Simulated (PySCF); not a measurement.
# Two-component Hartree-Fock for Cs⁴²⁺ (caesium, charge +42)

Start: [Ne] 3s2 3p1; 3p3/2 filled at m_j = +3/2. Calculated with PySCF 2.14 in an uncontracted even-tempered set (18 s from 9.4 bohr⁻², ratio 2.4; 14 p from 12 bohr⁻², ratio 2.4; 4 d from 41 bohr⁻², ratio 2.6; 4 f from 62 bohr⁻², ratio 2.6): generalised Hartree-Fock with the X2C-1e Hamiltonian and a Gaussian nucleus; one run each with spin-orbit coupling (SO) screened by Boettger's factors, then bare. This is a chosen level, not necessarily the ground level.

```
spinor shell  electrons  ε, screened SO (eV)  ε, bare SO (eV)  weight of nominal j (bare SO)  rms radius, bare SO (bohr)
       1s1/2          2             -38876.2         -38876.0                          1.000                      0.0298
       2s1/2          2              -8338.9          -8338.9                          1.000                       0.119
       2p1/2          2              -8010.8          -8021.3                          1.000                       0.102
       3s1/2          2              -3312.1          -3312.1                          1.000                       0.286
       3p3/2          1              -3124.4          -3123.4                          1.000                       0.281
```

Q: Where does 2p3/2 lie, and what is the 2p spin-orbit splitting (bare SO)?

A: At -7642.7 eV, 378.58 eV above 2p1/2.

```tsv
quantity	screened SO	bare SO
E (hartree)	-6157.27158	-6157.41258
M_J	3/2	3/2
⟨J²⟩	3.751	3.751
⟨L²⟩	2.009	2.009
⟨S²⟩	0.758	0.759
```

Each row is a mean over spinors that exchange with the open shell spreads, by up to 19.966 eV (3s1/2).

Breit and QED terms are absent; they matter most for the inner s and p1/2 levels.

Densities and radii are taken from the X2C orbitals without a picture-change correction, which distorts them close to the nucleus.
